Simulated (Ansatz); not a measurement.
`[OH][SnH]([Cl])[Cl]` and `[SH][SnH]([Cl])[Cl]` differ in one element.

Ansatz, PBE0-D4/def2-TZVP geometries, multiplicity 1. Each molecule was computed in one conformer, which needn't be the lowest.

Elements past krypton have def2 core potentials.

```csv
property,`[OH][SnH]([Cl])[Cl]`
HOMO–LUMO gap (B3LYP/def2-TZVPP) / eV,6.80
LUMO energy (ωB97M-V/def2-TZVPP) / eV,0.20
LUMO energy (PBE0/def2-TZVPP) / eV,-1.81
HOMO–LUMO gap (ωB97M-V/def2-TZVPP) / eV,11.74
LUMO energy (B3LYP/def2-TZVPP) / eV,-2.14
HOMO–LUMO gap (PBE0/def2-TZVPP) / eV,7.42
```

(1) Give the same properties after the change, and the shifts. (An estimate is asked.)

Results:

(1) Ansatz gave: 
```json
{"property": "HOMO–LUMO gap (B3LYP/def2-TZVPP) / eV", "`[SH][SnH]([Cl])[Cl]`": "5.60", "shift": "-1.20"}
{"property": "LUMO energy (ωB97M-V/def2-TZVPP) / eV", "`[SH][SnH]([Cl])[Cl]`": "0.05", "shift": "-0.15"}
{"property": "LUMO energy (PBE0/def2-TZVPP) / eV", "`[SH][SnH]([Cl])[Cl]`": "-1.95", "shift": "-0.14"}
{"property": "HOMO–LUMO gap (ωB97M-V/def2-TZVPP) / eV", "`[SH][SnH]([Cl])[Cl]`": "10.36", "shift": "-1.38"}
{"property": "LUMO energy (B3LYP/def2-TZVPP) / eV", "`[SH][SnH]([Cl])[Cl]`": "-2.25", "shift": "-0.11"}
{"property": "HOMO–LUMO gap (PBE0/def2-TZVPP) / eV", "`[SH][SnH]([Cl])[Cl]`": "6.16", "shift": "-1.26"}
```

With PBE0 the HOMO rises by 1.12 eV and the LUMO falls by 0.14 eV, so the gap narrows by about 1.26 eV. PBE moves the HOMO by 0.79 eV and ωB97M-V by 1.23 eV.

B3LYP here is the variant with VWN-RPA as its local correlation; programs differ in this.
